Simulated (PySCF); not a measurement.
## From computed data to an observable: chemical shift, span and skew from a shielding tensor

CH5S, SMILES [SH2+]C, charge +1. Atoms are numbered in the order given.

```xyz
7

C     -1.2002    -0.0293     0.0000
S      0.6207     0.1112     0.0000
H     -1.5395     0.4936     0.8923
H     -1.5395     0.4936    -0.8923
H     -1.5023    -1.0719     0.0000
H      0.9256    -0.7596     0.9898
H      0.9256    -0.7596    -0.9898
```
Charge +1, spin multiplicity 1.

Coordinates come from a B3LYP-D3(BJ)/def2-TZVP optimisation. The isomer is the one that the SMILES or the coordinates give; other isomers of the formula were not compared.

GIAO shieldings from PBE0/pcSseg-2 (PySCF), non-relativistic, no solvent. The symmetric part of the tensor of C1 has the principal values 154.0, 161.5, 190.4 ppm. The same nucleus in TMS has σ = 186.1 ppm at this level (PySCF, at its B3LYP-D3(BJ)/def2-TZVP geometry).

Question: Work out the isotropic shielding, the ¹³C shift against TMS, the span and the skew.

Answer: 
σ(iso) = (σ11 + σ22 + σ33)/3 = 168.6 ppm. δ = σ(ref) − σ(iso) = 186.1 − (168.6) = 17.5 ppm.
Span Ω = σ33 − σ11 = 36.4 ppm. Skew κ = 3(σ(iso) − σ22)/Ω = 0.59. Tumbling in solution averages the tensor to δ; in a static solid the shielding alone would spread this spin-1/2 line over Ω.
